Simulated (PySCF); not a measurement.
Zn(Br)(OH) (BrHOZn), SMILES [Br][Zn][OH].

Geometry optimised at B3LYP-D3(BJ)/def2-TZVP. The values are those of a single conformer.

The numbers are results of TDA-B3LYP/def2-SVPD (PySCF), not measurements.

Vertical excitations. The molecule is in vacuum. State labels are in the subgroup Cs.

```csv
state,symmetry,energy (eV),λ (nm),f,main pairs
S1,A",5.09,244,0.000,HOMO→LUMO 95 %
S2,A',5.37,231,0.023,HOMO−1→LUMO 99 %
S3,A",5.64,220,0.056,HOMO−2→LUMO 95 %
S4,A',6.34,195,0.086,"HOMO−3→LUMO 74 %, HOMO→LUMO+2 18 %"
S5,A",6.56,189,0.000,HOMO→LUMO+1 98 %
S6,A',6.80,182,0.003,"HOMO−1→LUMO+1 69 %, HOMO→LUMO+2 26 %"
S7,A",6.93,179,0.000,HOMO−1→LUMO+2 98 %
S8,A",7.04,176,0.001,HOMO−2→LUMO+1 97 %
S9,A',7.08,175,0.016,"HOMO−4→LUMO 48 %, HOMO→LUMO+2 27 %, HOMO−2→LUMO+2 12 %, HOMO−1→LUMO+1 8 %"
S10,A',7.47,166,0.021,"HOMO−3→LUMO+1 59 %, HOMO−2→LUMO+2 36 %"
T1,A",4.75,261,0,HOMO→LUMO 88 %
T2,A',5.03,246,0,HOMO−1→LUMO 97 %
T3,A",5.23,237,0,HOMO−2→LUMO 87 %
T4,A',5.49,226,0,HOMO−3→LUMO 95 %
```
Triplets are in the Tamm–Dancoff approximation.
